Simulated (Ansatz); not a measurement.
`C=C(N)Cl` + `[CH3][GaH2]` → `C=[C](N)[GaH][CH3]` + HCl  (formal exchange of groups at a C–Cl bond)

Program: Ansatz. Geometries: PBE0-D4/def2-TZVP. ΔE: electronic, gas phase. CCSD(T)/CBS is the MP2 limit (def2-TZVPP, def2-QZVPP) plus CCSD(T) − MP2 in def2-TZVPP, frozen cores. This one scheme is used for every species. For Ga outer-core shells are correlated without core-valence functions, which leaves a few kJ/mol of doubt a bond. Scalar relativity is left out up to krypton. One conformer a species, not always the lowest.

| species | CCSD(T)/CBS(def2) energy (Eh) |
| --- | --- |
| `C=C(N)Cl` | -592.96731 |
| `[CH3][GaH2]` | -1964.98082 |
| `C=[C](N)[GaH][CH3]` | -2097.58967 |
| HCl | -460.38127 |

Q: Work out ΔE.

A: ΔE = (-2097.58967) + (-460.38127) − (-592.96731) − (-1964.98082) = -0.02281 Eh = -59.9 kJ/mol.

Largest T1 diagnostic among the species: 0.012.

In def2-TZVPP, CCSD(T) changes the Hartree–Fock value by −14.5 kJ/mol (the triples alone add −0.8 kJ/mol) and MP2 by −14.4 kJ/mol. The D4 term adds −5.6 kJ/mol with B3LYP and −3.4 kJ/mol with PBE0; it sums over pairs of atoms, weighted by their polarisabilities, and B3LYP, whose exchange is more repulsive, gets the larger term.

B3LYP here is the variant with VWN-RPA as its local correlation; programs differ in this.
